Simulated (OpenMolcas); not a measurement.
## Yb V: effect of the active space

* Program: OpenMolcas 26.06
* Method: CASSCF or its RAS form
* Basis: ANO-RCC-VTZP
* Scalar Hamiltonian: DKH2, point nucleus
* Spin-orbit coupling: RASSI with atomic mean-field integrals over the reference wave functions, term energies averaged over their components

A. 12 electrons in 7 orbitals (4f); 2S+1 = 3 even, 21 roots; 2S+1 = 1 even, 28 roots (27 in the spin-orbit step); cost of the order of 12 core-seconds
B. 12 electrons in 12 orbitals (RAS2 4f; RAS3 5d, at most 1 electron); 2S+1 = 3 even, 21 roots; 2S+1 = 1 even, 28 roots; 2S+1 = 5 odd, 175 roots (102 in the spin-orbit step); 2S+1 = 3 odd, 120 roots kept (CI in the orbitals of an earlier block); 2S+1 = 1 odd, 123 roots kept (CI in the orbitals of an earlier block, 24 in the spin-orbit step); cost about 2.6 core-minutes
C. 12 electrons in 14 orbitals (RAS2 4f; RAS3 5f, at most 2 electrons); 2S+1 = 3 even, 18 roots; 2S+1 = 1 even, 14 roots kept (CI in the orbitals of an earlier block); cost of the order of 8 core-minutes

Energies in eV above 4f¹² ³H₆, the measured ground level; measured values from the list in Tchang-Brillet, Wyart, Meftah and Ait Mammar, Atoms 6, 52 (2018).

```json
{"Level": "4f¹² ³H₆", "A": "0.0000", "B": "0.0000", "C": "0.0000", "Measured": "0.0000"}
{"Level": "4f¹² ³F₄ [55 %]", "A": "0.9065", "B": "0.9065", "C": "0.8465", "Measured": ""}
{"Level": "4f¹² ³H₅", "A": "1.1940", "B": "1.1940", "C": "1.1604", "Measured": "1.1878"}
{"Level": "4f¹² ³H₄ [57 %]", "A": "1.8761", "B": "1.8761", "C": "1.8358", "Measured": "1.7860"}
{"Level": "4f¹² ³F₃", "A": "2.2617", "B": "2.2617", "C": "2.2069", "Measured": "2.0299"}
{"Level": "4f¹² ³F₂", "A": "2.4254", "B": "2.4254", "C": "2.3884", "Measured": "2.0925"}
{"Level": "4f¹² ¹G₄ [56 %]", "A": "3.0918", "B": "3.0918", "C": "3.0671", "Measured": "2.9995"}
```

Deviations, from unrounded energies. A percentage is the sum of absolute deviations over the sum of measured energies, with the sign that they share, or ± where signs differ.

```
                        Against measurement  Levels     A     B     C
             mean absolute deviation (cm-1)       5  1200  1200  1000
      fine structure of the ground term (%)       2  +3.2  +3.2  ±2.6
other terms of the ground configuration (%)       3  +9.2  +9.2  +7.6
```

C lies closest to measurement on these levels and B furthest from it. The largest miss of C in the table is 4f¹² ³F₂, by +2400 cm-1. The ranking rests on the paired levels alone, and a cruder setting can come out closer through cancelling errors.

The spin-orbit steps hold different terms of 4f¹² (A lacks ¹S; C lacks ¹I, ¹S, ³P), which shifts levels as well.

Among A to C the level of the table that moves most is 4f¹² ³F₄ [55 %], by 480 cm-1 (lowest in C, highest in B).

Without dynamic correlation excited terms often stand tens of per cent too high (terms of higher spin than the ground term too low), and those without a measured partner can miss by more than the paired ones. Some high roots are left out of the spin-orbit mixing, which shifts the levels that they would mix with (holds for A; B). Terms from blocks run as CI alone lack orbitals of their own (holds for C). Active for correlation alone: 5f; no level in the range computed is led by a configuration that fills it, so any true level of that kind is missing (holds for C). Measured partners are found by configuration, term and J. A level has none where our copy of the source lacks it or the pairing is in doubt (some pairs that miss far off the trend of their configuration count as doubtful), and it then counts in no deviation. Only configurations of the active space appear. The table leaves out levels that lie high or whose names do not pair safely across all columns.

A share in square brackets marks a mixed level and gives the weight of the term that names it, the lowest over the columns.
